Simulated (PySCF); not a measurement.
GeF3Br, SMILES [F][Ge]([F])([F])[Br]. Heavy atoms are numbered as in [F:1][Ge:2]([F:3])([F:4])[Br:5].

Geometry: B3LYP-D3(BJ)/def2-SVP.

These are HF/pcSseg-1 (PySCF) values and carry that method's errors.

GIAO shieldings, no solvent; atoms alike by connectivity are averaged. δ = σ(ref) − σ: ¹⁹F against CFCl3 (σ = 238.5 ppm); ⁷³Ge against GeH4 (σ = 1776.1 ppm), references at their B3LYP-D3(BJ)/def2-TZVP geometries, non-relativistic (without spin–orbit terms, shifts of atoms bonded to Cl or Br come out too high).

```
nucleus  atoms  count  δ (ppm)
-------  -----  -----  -------
¹⁹F         F1      3   -123.2
⁷³Ge       Ge2      1    196.6
```
